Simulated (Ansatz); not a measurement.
Which isomer of C2H8AlB gives these data?

These gas-phase data were calculated for one isomer of C2H8AlB at B3LYP/6-31G* (harmonic, unscaled wavenumbers; equilibrium rotational constants with average atomic masses):

| Property | Result |
| --- | --- |
| rotational constants | 11.2, 2.984, 2.749 GHz |
| all wavenumbers above 1500 cm⁻¹ | 3119, 3109, 3086, 3041, 3027, 2648, 2583, 1922 |
| dipole moment | 1.56 D (PBE0/def2-TZVPD) |

Candidates:

(1) `B[CH2][AlH][CH3]`, a singlet
(2) `CB[CH2][AlH2]`, a singlet

Problem. Which structure fits?

Solution. Candidate (1). 2 modes lie between 2350 and 2900 cm⁻¹, one for each B–H bond, while (2) has 1.

The same quantities for all candidates:

```tsv
	rotational constants (GHz)	wavenumbers above 1500 cm⁻¹	dipole (D)	E above the lowest, B3LYP/6-31G* (kcal/mol)
(1)	11.2, 2.984, 2.749	3119, 3109, 3086, 3041, 3027, 2648, 2583, 1922	1.56	0.8
(2)	12.15, 2.725, 2.5	3100, 3098, 3061, 3032, 3014, 2577, 1941, 1929, 1501	0.77	0.0
```

Each candidate is one conformer. Programs: Ansatz 0.2.0.
